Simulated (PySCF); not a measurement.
## Shieldings and the share of exact exchange

Molecule: `FB(F)CS[SiH3]`, CH₅BF₂SSi.

Atom-mapped SMILES (the numbers label the heavy atoms): `[F:1][B:2]([F:3])[CH2:4][S:5][SiH3:6]`. Each H is labelled by its parent atom.

GIAO shieldings (ppm, equivalent atoms averaged) in PySCF on the PBE0-D3(BJ)/def2-SVP geometry, basis pcSseg-2, gas phase, non-relativistic:

| functional | exact exchange (%) | σ(F1/F3) | σ(B2) | σ(C4) | σ(S5) |
| --- | --- | --- | --- | --- | --- |
| BLYP | 0 | 246.0 | 68.5 | 159.9 | 646.2 |
| BP86 | 0 | 244.9 | 71.3 | 164.8 | 671.6 |
| PBE | 0 | 242.7 | 70.5 | 165.1 | 674.4 |
| B3LYP | 20 | 260.2 | 72.7 | 165.8 | 675.3 |
| mPW1PW91 | 25 | 262.6 | 75.7 | 171.1 | 704.6 |
| BHandHLYP | 50 | 279.5 | 79.0 | 173.0 | 710.6 |
| HF | 100 | 307.8 | 90.2 | 183.5 | 763.1 |

Q: Fit each shielding as a line in the percentage of exact exchange.

A: σ(F1/F3) = 245.6 + 0.64 x (rms 1.7 ppm); σ(B2) = 69.9 + 0.20 x (rms 1.0 ppm); σ(C4) = 163.4 + 0.20 x (rms 2.0 ppm); σ(S5) = 664.8 + 0.98 x (rms 10.8 ppm). The functionals also differ in their semilocal parts, which the line can't hold; Hartree–Fock has no correlation at all.

Q: What does the line predict for PBE0 (25 %), and what does the run give?

A: σ(F1/F3): 261.6 predicted, 261.4 computed; σ(B2): 74.9 predicted, 75.7 computed; σ(C4): 168.4 predicted, 171.7 computed; σ(S5): 689.3 predicted, 708.1 computed ppm.
